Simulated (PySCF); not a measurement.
## Ionisation energy of Tc³⁹⁺ by level of theory

Tc³⁹⁺ [He] 2s2 (1S) → Tc⁴⁰⁺ [He] 2s1 (2S), as a difference of total energies. Computed with PySCF 2.14 in an even-tempered Gaussian basis (19 s from 16 bohr⁻², ratio 2.2; 8 p from 25 bohr⁻², ratio 2.4; 5 d from 75 bohr⁻², ratio 2.4; 5 f from 110 bohr⁻², ratio 2.4; 4 g from 170 bohr⁻², ratio 2.4), with the spin-free X2C one-electron Hamiltonian (Gaussian nucleus). Correlated levels: nothing frozen; virtual orbitals above 40 to 60 times the deepest correlated orbital energy dropped. The calculations carry no spin-orbit coupling.

| method | ionisation energy (eV) |
| --- | --- |
| UHF | 5835.4 |
| LDA | 5832.3 |
| PBE | 5840.3 |
| PBE0 | 5839.5 |
| r2SCAN | 5834.3 |
| B3LYP | 5838.9 |
| revPBE | 5840.4 |
| MP2 (all electrons) | 5841.2 |
| SCS-MP2 (all electrons) | 5842.4 |

**Question.** How much does correlation contribute at MP2 (all electrons)?

**Answer.** 5841.2 − (5835.4) = 5.8 eV, measured against UHF.

For this ion Breit and QED terms and the two-electron picture change, all absent here, outweigh the differences among the correlated methods.

For comparison: 5838 ± 6 eV (semi-empirical (NIST evaluation); NIST Atomic Spectra Database, ionization energies).
